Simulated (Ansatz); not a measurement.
The same path of GaH4N + H2 (8 atoms, charge 0, multiplicity 1) was run twice with different band settings. Lost on the way: H7–H8. Made: Ga1–H7, N2–H8.

Computed with RKS PBE0/def2-SVP (Ansatz 0.2.0).

Relaxed end points:

```xyz
8
Properties=species:S:1:pos:R:3
Ga 0.103 -0.823 0.057
N 0.003 -0.059 1.701
H -0.852 0.030 2.237
H 0.808 0.238 2.241
H 1.527 -0.937 -0.577
H -1.246 -1.284 -0.583
H -0.427 3.362 1.759
H -0.332 2.612 1.659
```

```xyz
8
Properties=species:S:1:pos:R:3
Ga -0.042 0.377 -0.068
N -0.061 0.404 2.094
H -0.800 -0.193 2.465
H 0.825 0.076 2.477
H 1.394 -0.254 -0.286
H -1.303 -0.551 -0.307
H -0.211 1.930 -0.326
H -0.220 1.348 2.445
```

Common settings: movable images 5; climbing image yes; spring 5.0 eV/Å²; optimiser quadratic models (default); force threshold 0.03 eV/Å; iteration limit 60; end points relaxed.

| run | start path |
| --- | --- |
| 1 | through a guess of the saddle point |
| 2 | straight line |

What does each run give, and how far can it be trusted?

Run 1: converged after 17 iterations, highest image 0.832 eV above the first end. Neighbouring images differ by up to 1.4 eV, so the band resolves the path poorly. A vibrational analysis at the climbing image gives one clearly imaginary mode, 1232i cm⁻¹: a first-order saddle point.
Run 2: converged after 14 iterations, highest image 0.832 eV above the first end. Neighbouring images differ by up to 1.4 eV, so the band resolves the path poorly. Another band between the same ends (5 images) ends at a top of the same energy, where a vibrational analysis finds 1 clearly imaginary mode.
The orbitals stay closed-shell, which can raise the energy where a bond breaks towards radicals; this wasn't checked here.
